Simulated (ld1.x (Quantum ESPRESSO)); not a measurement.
# Logarithmic derivatives: Te, TM

Te (Z = 52), norm-conserving Troullier–Martins (Kleinman–Bylander form), made with ld1.x (Quantum ESPRESSO) 7.5 (PW91, scalar-relativistic). Core [Kr], reference 4d10 5s2 5p4. Waves: 5s (bound): rc 1.95 bohr; 5p (bound): rc 1.60 bohr; 4d (bound): rc 1.55 bohr; 4f channel at 0.35 Ry: rc 1.65 bohr. Local part: all-electron potential smoothed inside 1.50 bohr (lloc = -1). Core correction: Bessel-smoothed model core, default radius (core density twice the valence density).

The phase is arctan(r·u′/u) with u = r·R(r), unwrapped; energies in Ry, scanned from -5 to 5 Ry. A pole is an energy at which the radial function vanishes at the test radius. The pseudo phase is shifted by a multiple of π to meet the all-electron one at the reference energy, and phase errors are pseudo minus all-electron; the curves can meet again beyond the range given. Levels narrower than the energy grid can be missing from the lists of poles.

| channel | radius (bohr) | reference energy (Ry) | poles, all-electron | poles, pseudo | unbroken range about the reference energy with phases within 0.05 rad | phase error 1 Ry above the reference energy (rad) |
| --- | --- | --- | --- | --- | --- | --- |
| s | 2.15 | -1.12 | 1.47 | 1.40 | below 4.2 | -0.002 |
| p | 2.15 | -0.44 | 3.21 | 0.40, 4.22 | below 0.0 | -2.397 |
| d | 2.15 | -3.06 | -2.92 | -2.92 | below 1.3 | +0.001 |
| f | 2.15 | 0.35 | 2.86 | 2.95 | below 4.0 | +0.010 |

Note: ghost state, extra bound levels that the all-electron valence spectrum of the same l lacks: s at -86.9 eV. A true bound ghost makes a file unfit for plane-wave use.

Phases in the s channel:

| E (Ry) | all-electron | pseudo |
| --- | --- | --- |
| -5.00 | 1.299 | 1.300 |
| -4.74 | 1.285 | 1.287 |
| -4.48 | 1.270 | 1.271 |
| -4.22 | 1.252 | 1.253 |
| -3.96 | 1.231 | 1.232 |
| -3.70 | 1.206 | 1.206 |
| -3.44 | 1.174 | 1.174 |
| -3.18 | 1.135 | 1.134 |
| -2.92 | 1.083 | 1.082 |
| -2.66 | 1.012 | 1.012 |
| -2.40 | 0.913 | 0.912 |
| -2.14 | 0.763 | 0.761 |
| -1.88 | 0.526 | 0.524 |
| -1.62 | 0.158 | 0.157 |
| -1.36 | -0.310 | -0.310 |
| -1.10 | -0.719 | -0.719 |
| -0.84 | -0.993 | -0.993 |
| -0.58 | -1.165 | -1.165 |
| -0.32 | -1.278 | -1.279 |
| -0.06 | -1.357 | -1.359 |
| 0.20 | -1.415 | -1.417 |
| 0.46 | -1.460 | -1.463 |
| 0.72 | -1.496 | -1.500 |
| 0.98 | -1.526 | -1.530 |
| 1.24 | -1.551 | -1.556 |
| 1.50 | -1.573 | -1.579 |
| 1.76 | -1.593 | -1.601 |
| 2.02 | -1.612 | -1.620 |
| 2.28 | -1.629 | -1.639 |
| 2.54 | -1.645 | -1.658 |
| 2.80 | -1.661 | -1.677 |
| 3.06 | -1.677 | -1.696 |
| 3.32 | -1.694 | -1.717 |
| 3.58 | -1.710 | -1.739 |
| 3.84 | -1.728 | -1.764 |
| 4.10 | -1.747 | -1.794 |
| 4.36 | -1.768 | -1.829 |
| 4.62 | -1.791 | -1.873 |
| 4.88 | -1.818 | -1.930 |
